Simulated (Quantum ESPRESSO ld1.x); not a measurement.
Kr+, configuration [Ar] 3d9.5 4s2 4p5 5s0.5 (fractional occupations, a model configuration). Method: Dirac Kohn-Sham, LDA (Slater exchange, Perdew-Zunger correlation), spin-unpolarised, spherical densities, point nucleus; open shells fill j = l - 1/2 first; computed with ld1.x of Quantum ESPRESSO 7.5.

Unscreened Slater integrals over Kohn-Sham orbitals (eV). Large and small components are both included.

| integral | value |
|---|---|
| F0(5s1/2,5s1/2) | 5.7459 |
| F0(5s1/2,4p3/2) | 7.1853 |
| G1(5s1/2,4p3/2) | 0.61136 |
| F0(5s1/2,4p1/2) | 7.2020 |
| G1(5s1/2,4p1/2) | 0.58267 |
| F0(5s1/2,4s1/2) | 7.3126 |
| G0(5s1/2,4s1/2) | 0.34761 |
| F0(5s1/2,3d5/2) | 7.7766 |
| G2(5s1/2,3d5/2) | 0.17983 |
| F0(4p3/2,4p3/2) | 13.943 |
| F2(4p3/2,4p3/2) | 7.2729 |
| F0(4p3/2,4p1/2) | 14.081 |
| G2(4p3/2,4p1/2) | 7.3379 |
| F0(4p3/2,4s1/2) | 15.016 |
| G1(4p3/2,4s1/2) | 9.9531 |
| F0(4p3/2,3d5/2) | 18.221 |
| F2(4p3/2,3d5/2) | 3.8378 |
| G1(4p3/2,3d5/2) | 1.2612 |
| G3(4p3/2,3d5/2) | 1.1792 |
| F0(4p1/2,4p1/2) | 14.225 |
| F0(4p1/2,4s1/2) | 15.194 |
| G1(4p1/2,4s1/2) | 10.173 |
| F0(4p1/2,3d5/2) | 18.556 |
| G3(4p1/2,3d5/2) | 1.2352 |
| F0(4s1/2,4s1/2) | 16.411 |
| F0(4s1/2,3d5/2) | 20.966 |
| G2(4s1/2,3d5/2) | 1.7819 |
| F0(3d5/2,3d5/2) | 45.373 |
| F2(3d5/2,3d5/2) | 21.875 |
| F4(3d5/2,3d5/2) | 13.794 |
